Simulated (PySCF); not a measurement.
Compound: C4H8OSi2.
Structure used (PBE0-D3(BJ)/def2-SVP), in Å, numbered top down from 1:
```xyz
15
C4H8OSi2 angstrom
Si     3.144    0.531   -0.400
Si     1.478   -0.565    0.835
C     -0.204    0.069    0.329
C     -1.199    0.721    1.014
C     -2.236    0.997    0.074
C     -1.798    0.495   -1.116
O     -0.582   -0.060   -0.975
H      2.972    0.243   -1.857
H      4.505    0.076    0.022
H      3.040    2.008   -0.186
H      1.580   -2.042    0.623
H      1.624   -0.274    2.294
H     -1.186    0.970    2.073
H     -3.183    1.501    0.257
H     -2.230    0.461   -2.113
```

Level: wB97X-D/def2-SVPD in PySCF, non-relativistic, on one gas-phase PBE0-D3(BJ)/def2-SVP geometry that isn't relaxed in the solvent. The solvent is an IEF-PCM continuum (cavity from Bondi-type radii × 1.2), and excitations are vertical TDDFT with non-equilibrium linear response and a frozen core. Specific hydrogen bonds and non-electrostatic terms are outside this model.

Gas-phase singlets (H = HOMO, L = LUMO):

```json
{"state": "S1", "E (eV)": "5.773", "λ (nm)": "215", "f": "0.402", "leading configuration": "H→L 95%"}
{"state": "S2", "E (eV)": "6.361", "λ (nm)": "195", "f": "0.002", "leading configuration": "H→L+1 83%"}
{"state": "S3", "E (eV)": "6.760", "λ (nm)": "183", "f": "0.011", "leading configuration": "H→L+3 41%"}
{"state": "S4", "E (eV)": "6.799", "λ (nm)": "182", "f": "0.013", "leading configuration": "H→L+3 35%"}
{"state": "S5", "E (eV)": "7.028", "λ (nm)": "176", "f": "0.003", "leading configuration": "H→L+2 62%"}
```

What are the lowest 5 singlets in chloroform (ε = 4.711)?

| state | E (eV) | λ (nm) | f | leading configuration | change by rank (eV) |
| --- | --- | --- | --- | --- | --- |
| S1 | 5.651 | 219 | 0.493 | H→L 96% | -0.122 |
| S2 | 6.340 | 196 | 0.003 | H→L+1 83% | -0.021 |
| S3 | 6.742 | 184 | 0.026 | H→L+3 66% | -0.018 |
| S4 | 6.798 | 182 | 0.010 | H-1→L 40% | -0.001 |
| S5 | 7.020 | 177 | 0.004 | H→L+2 57% | -0.008 |

The ground-state energy changes by -0.073 eV from gas to chloroform. By how much does the total energy of gas-phase S1 change?

E(S1) = E(S0) + excitation energy, so it changes by -0.073 − 0.122 = -0.195 eV: it is lowered more than the ground state, which is what a red shift means. This is the vertical state, with the slow part of the continuum still set for S0.

How do the frontier levels move from gas to chloroform?

```
orbital  gas (eV)  solvent (eV)  change (eV)                      Löwdin shares, gas                  Löwdin shares, solvent
 LUMO+2      2.11          2.15        +0.04     Si1 39 %, Si2 20 %, H10 7 %, H8 7 %    Si1 41 %, Si2 17 %, H10 10 %, H8 6 %
 LUMO+1      1.88          1.92        +0.04    Si2 29 %, Si1 20 %, H12 10 %, H8 7 %    Si2 29 %, Si1 20 %, H12 10 %, H8 7 %
   LUMO      1.26          1.29        +0.03      C3 17 %, C4 15 %, C6 14 %, O7 13 %      C3 17 %, C4 15 %, C6 14 %, O7 13 %
   HOMO     -8.50         -8.47        +0.03      C3 24 %, C6 23 %, C4 14 %, C5 13 %      C3 24 %, C6 23 %, C4 13 %, C5 13 %
 HOMO-1    -10.11        -10.09        +0.02       C5 27 %, C4 22 %, O7 20 %, C6 9 %       C5 27 %, C4 21 %, O7 19 %, C6 9 %
 HOMO-2    -10.36        -10.33        +0.03     Si2 26 %, Si1 26 %, C3 10 %, C4 7 %     Si2 25 %, Si1 25 %, C3 10 %, C4 8 %
 HOMO-3    -11.36        -11.33        +0.03  Si1 24 %, Si2 19 %, H10 17 %, H11 14 %  Si1 24 %, Si2 20 %, H10 17 %, H11 14 %
```

The HOMO–LUMO gap goes from 9.76 to 9.76 eV.

On one thread, Arm Neoverse V2 (aarch64), no GPU (shared host), this took 36 s and 1.1 GiB of memory at its peak. This is the whole response run at wB97X-D/def2-SVPD in chloroform, SCF included.

wB97X-D is run here without its empirical dispersion term; that term would change no orbital, density or response property at a fixed geometry.
